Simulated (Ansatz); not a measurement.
```yaml
crystal:
  periodic: [false, false, false]
  atoms:
    - {symbol: Br, position_ang: [-1.210013, -0.424849, 2.097931]}
    - {symbol: Hf, position_ang: [0.010064, -0.014731, -0.008213]}
    - {symbol: Br, position_ang: [2.278404, -0.974324, 0.154025]}
    - {symbol: Br, position_ang: [-1.199276, -1.075908, -1.880205]}
    - {symbol: Br, position_ang: [0.170720, 2.416211, -0.405039]}
basis:
  gaussian: {orbitals: def2-SVPD, fitting: {mean_field: cc-pVTZ-jkfit}, nuclear_model: gaussian, point_charges: [{charge: 1.00, position_ang: [7.111, 0.482, 0.136]}]}
hamiltonian: {xc: {name: wB97X-V}}
accuracy: high
```

```sh
$ ansatz run in.yaml --threads 2 --pin off --events-out ev --progress --plain --max-ram 32768MiB --backend cpu
```

(1) How does Ansatz answer? (An estimate is asked.)

Results:

(1) The calculation gave: The input was rejected before any iteration.
```
Functional definition: wB97X-V
Error: <dir> the basis set cc-pVTZ-JKFIT has no functions for Hf
```
